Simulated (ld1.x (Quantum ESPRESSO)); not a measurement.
## Varying the ultrasoft potential for Fe (Z = 26)

Base potential:

iron, ultrasoft, made with ld1.x (Quantum ESPRESSO) 7.5 (revPBE, scalar-relativistic). Core [Ar], reference 3d6 4s2 4p0. Waves: 4s (bound): rcut 2.55, rcutus 2.70 bohr; 4s channel at 3 Ry: rcut 2.55, rcutus 2.70 bohr; 4p (bound, empty): rcut 2.60, rcutus 3.35 bohr; 4p channel at 2.3 Ry: rcut 2.60, rcutus 3.35 bohr; 3d (bound): rcut 1.55, rcutus 1.75 bohr; 3d channel at 2.85 Ry: rcut 1.55, rcutus 1.75 bohr. Local part: all-electron potential smoothed inside 2.35 bohr (lloc = -1). Core correction: Bessel-smoothed model core, default radius (core density twice the valence density). Augmentation charge: PSQ, inside the norm-conserving radii.

All-electron outer shells of the reference configuration (revPBE, scalar-relativistic, ld1.x):

```json
{"shell": "3s", "level (eV)": "-94.07", "outermost node (bohr)": "0.33", "outermost maximum (bohr)": "0.70"}
{"shell": "3p", "level (eV)": "-60.04", "outermost node (bohr)": "0.30", "outermost maximum (bohr)": "0.72"}
{"shell": "3d", "level (eV)": "-7.45", "outermost node (bohr)": "–", "outermost maximum (bohr)": "0.72"}
{"shell": "4s", "level (eV)": "-5.23", "outermost node (bohr)": "1.00", "outermost maximum (bohr)": "2.41"}
{"shell": "4p", "level (eV)": "-1.30", "outermost node (bohr)": "1.10", "outermost maximum (bohr)": "3.33"}
```

Cutoffs, loose and tight: the cutoffs (Ry, on a coarse ladder) from which the occupation-weighted sum of valence levels, in a spherical-Bessel basis at the reference potential, stays within 10 and 1 mRy of its value at 400 Ry. They do not see the model core or the augmentation charge, which bear on the density cutoff. Test errors are all-electron minus pseudo excitation energies from the reference, over the configurations 3d6 4s1 4p0; 3d6 4s0 4p0; 3d5 4s0 4p0; 3d6 4s1.5 4p0; 3d6 4s1 4p1; 3d4 4s0 4p0; 3d6 4s0 4p2. A dash means not determined; rows that change the core or the reference have their own tests.

| change | outcome | cutoff, loose | cutoff, tight | bound ghosts | largest test error (meV) |
| --- | --- | --- | --- | --- | --- |
| base | generated | 35 Ry | 55 Ry | none | -1292 |
| waves 4s (bound): rcut 2.16, rcutus 2.28 bohr; 4s channel at 3 Ry: rcut 2.16, rcutus 2.28 bohr | generated | 35 Ry | 55 Ry | none | -1423 |
| waves 4s (bound): rcut 2.34, rcutus 2.48 bohr; 4s channel at 3 Ry: rcut 2.34, rcutus 2.48 bohr | generated | 35 Ry | 55 Ry | none | -1312 |
| waves 4s (bound): rcut 2.55, rcutus 2.80 bohr; 4s channel at 3 Ry: rcut 2.55, rcutus 2.80 bohr | generated | 35 Ry | 55 Ry | none | -1225 |
| waves 4s (bound): rcut 2.55, rcutus 3.30 bohr; 4s channel at 3 Ry: rcut 2.55, rcutus 3.30 bohr | generated | 35 Ry | 55 Ry | none | -1056 |
| waves 4s (bound): rcut 2.55, rcutus 3.58 bohr; 4s channel at 3 Ry: rcut 2.55, rcutus 3.58 bohr | generated | 35 Ry | 55 Ry | none | -988 |

(1) What comes out with this change to the base: waves 4s (bound): rcut 1.70, rcutus 1.80 bohr; 4s channel at 3 Ry: rcut 1.70, rcutus 1.80 bohr?

(2) What comes out with this change to the base: waves 4s (bound): rcut 2.55, rcutus 4.04 bohr; 4s channel at 3 Ry: rcut 2.55, rcutus 4.04 bohr?

## Answers

(1) outcome: failed: chargeps: negative rho. Cause: the pseudo-density turned negative during the self-consistent test, most likely because a state had been found with a wrong node count and its wave set to zero before.

(2) outcome: generated; cutoff, loose: 35 Ry; cutoff, tight: 55 Ry; bound ghosts: none; largest test error (meV): -888.

Reading the sweep of the s radius (base included, trends over the rows without a ghost): The loose cutoff stays near 35 Ry. The median size of the test errors (rows with all tests solved) is not monotonic: lowest 5.5 meV at 2.28 bohr, highest 22.3 meV at 2.7 bohr. The generation fails at 1.8 bohr.
